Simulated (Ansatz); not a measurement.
Reaction (SMILES): FSF → F atom + F[S] (F-S)
B3LYP-D3(BJ)/def2-TZVP geometries, fixed; electronic energies without zero-point terms.

Basis-set convergence of the bond dissociation energy at HF with Ansatz (a quantum-chemistry and plane-wave program). Cartesian d functions, on some or all atoms, in 6-311G**, 6-311+G**; all else is spherical. Open shells are unrestricted. No added dispersion term, no relativity. Functions are those of the species that has most. Reference: the value in aug-cc-pV(5+d)Z, 43.87 kcal/mol, itself unsure by roughly 0.23 kcal/mol (its mean distance from pcseg-4, aug-pcseg-3, aug-cc-pV(Q+d)Z). Deviations are taken from unrounded values.

| basis | functions | bond dissociation energy (kcal/mol) |
|---|---|---|
| def2-SVP | 46 | 35.76 |
| def2-SVPD | 73 | 38.08 |
| pcseg-1 | 46 | 33.34 |
| aug-pcseg-1 | 73 | 37.09 |
| cc-pV(D+d)Z | 51 | 34.28 |
| aug-cc-pV(D+d)Z | 78 | 39.62 |
| 6-311G** | 63 | 32.60 |
| 6-311+G** | 75 | 32.62 |
| pcseg-2 | 94 | 42.94 |
| aug-pcseg-2 | 142 | 43.65 |
| cc-pV(T+d)Z | 99 | 42.47 |
| aug-cc-pV(T+d)Z | 147 | 43.21 |
| def2-TZVP | 99 | 42.64 |
| def2-TZVPD | 126 | 43.02 |
| def2-TZVPP | 104 | 42.73 |
| def2-TZVPPD | 131 | 43.09 |
| cc-pV(Q+d)Z | 174 | 43.63 |
| aug-cc-pV(Q+d)Z | 249 | 43.80 |
| def2-QZVPP | 184 | 43.64 |
| def2-QZVPPD | 211 | 43.69 |
| pcseg-3 | 184 | 44.23 |
| aug-pcseg-3 | 259 | 44.25 |
| cc-pV(5+d)Z | 282 | 43.82 |
| aug-cc-pV(5+d)Z | 390 | 43.87 |

What the diffuse functions change, pair by pair:
- def2-SVP to def2-SVPD: 27 more functions, deviation -8.11 to -5.79 kcal/mol
- pcseg-1 to aug-pcseg-1: 27 more functions, deviation -10.53 to -6.77 kcal/mol
- cc-pV(D+d)Z to aug-cc-pV(D+d)Z: 27 more functions, deviation -9.59 to -4.25 kcal/mol
- 6-311G** to 6-311+G**: 12 more functions, deviation -11.27 to -11.25 kcal/mol
- pcseg-2 to aug-pcseg-2: 48 more functions, deviation -0.93 to -0.22 kcal/mol
- cc-pV(T+d)Z to aug-cc-pV(T+d)Z: 48 more functions, deviation -1.40 to -0.66 kcal/mol
- def2-TZVP to def2-TZVPD: 27 more functions, deviation -1.22 to -0.85 kcal/mol
- def2-TZVPP to def2-TZVPPD: 27 more functions, deviation -1.14 to -0.78 kcal/mol
- cc-pV(Q+d)Z to aug-cc-pV(Q+d)Z: 75 more functions, deviation -0.24 to -0.07 kcal/mol
- def2-QZVPP to def2-QZVPPD: 27 more functions, deviation -0.23 to -0.18 kcal/mol
- pcseg-3 to aug-pcseg-3: 75 more functions, deviation 0.36 to 0.38 kcal/mol
- cc-pV(5+d)Z to aug-cc-pV(5+d)Z: 108 more functions, deviation -0.04 to 0.00 kcal/mol

Leaving out the reference's own pair, they bring the value nearer the reference by more than 0.23 kcal/mol in 7 of 11 pairs.
